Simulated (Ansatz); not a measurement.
Geometry optimisation, RKS PBE0/def2-SVP (Ansatz 0.2.0).

Input file:

```yaml
crystal:
  periodic: [false, false, false]
  atoms:
    - { symbol: Ga, position_ang: [0.374276, -0.082516, -0.089007] }
    - { symbol: "N", position_ang: [0.893667, -0.089296, 1.704305] }
    - { symbol: H, position_ang: [0.424489, -0.27013, 2.584262] }
    - { symbol: H, position_ang: [1.880049, 0.113153, 1.8162] }
    - { symbol: H, position_ang: [1.846685, 0.297903, -0.375533] }
    - { symbol: O, position_ang: [-1.189791, -0.365101, -0.870677] }
    - { symbol: H, position_ang: [-1.916274, -0.450714, -0.24335] }
basis:
  gaussian: { orbitals: def2-SVP }
hamiltonian:
  xc: pbe0
relax:
  f_tol: 0.03
  max_steps: 50
```

Launched with:

```bash
$ ansatz run input.yaml --threads 1 --pin off --max-ram 2048MiB --backend cpu --events-out ev --progress --plain --runs-dir out
```

Where does it end, and by what steps?

The run converged. After 6 steps the energy has fallen by 0.671 eV; H5 moved furthest, 0.70 Å.

```
step  energy less start (eV)  largest force component (eV/Å)  accepted
   0                  0.0000                           1.607       yes
   1                 -0.3416                           0.966       yes
   2                 -0.5180                           0.584       yes
   3                 -0.6314                           0.360       yes
   4                 -0.6608                           0.363       yes
   5                 -0.6698                           0.120       yes
   6                 -0.6707                           0.015       yes
```

```xyz
7
Properties=species:S:1:pos:R:3
Ga 0.604 -0.008 -0.051
N 0.853 -0.102 1.741
H 0.132 -0.306 2.421
H 1.749 0.048 2.188
H 1.729 0.303 -1.070
O -1.043 -0.293 -0.684
H -1.711 -0.488 -0.020
```

Whether the end is a true minimum wasn't checked by a vibrational analysis.

Run time: 13 s on 1 thread of Intel(R) Xeon(R) 6975P-C (Granite Rapids), with other jobs on the host, peak memory 0.17 GiB.
